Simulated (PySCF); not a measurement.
## Exercise with solution: chemical shift, span and skew from a shielding tensor

Ge(H)2(Me)(NH2) (CH₇GeN), SMILES [GeH2]([NH2])[CH3]. Atoms are numbered in the order given.

```xyz
10

Ge     0.3528    -0.0369     0.0000
C     -0.6623     1.6381     0.0000
N     -0.6693    -1.5687     0.0000
H      1.2312    -0.1062    -1.2654
H      1.2312    -0.1062     1.2654
H     -1.3021     1.7043     0.8926
H     -1.3021     1.7043    -0.8926
H      0.0221     2.5002     0.0000
H     -1.2556    -1.6812     0.8231
H     -1.2556    -1.6812    -0.8231
```

Geometry: PBE0-D3(BJ)/def2-SVP. This is a generated structure with no PubChem entry under its InChIKey; it may be hypothetical. The values are those of a single conformer.

GIAO shieldings from PBE/pcSseg-1 run with PySCF, non-relativistic, no solvent. The symmetric part of the tensor of C2 has the principal values 164.7, 176.8, 188.2 ppm. The same nucleus in TMS has σ = 182.0 ppm at this level (PySCF, at its B3LYP-D3(BJ)/def2-TZVP geometry).

### Question
Work out the isotropic shielding, the ¹³C shift against TMS, the span and the skew.

### Answer

σ(iso) = (σ11 + σ22 + σ33)/3 = 176.6 ppm. δ = σ(ref) − σ(iso) = 182.0 − (176.6) = 5.4 ppm.
Span Ω = σ33 − σ11 = 23.5 ppm. Skew κ = 3(σ(iso) − σ22)/Ω = -0.03. Tumbling in solution averages the tensor to δ; in a static solid the shielding alone would spread this spin-1/2 line over Ω.
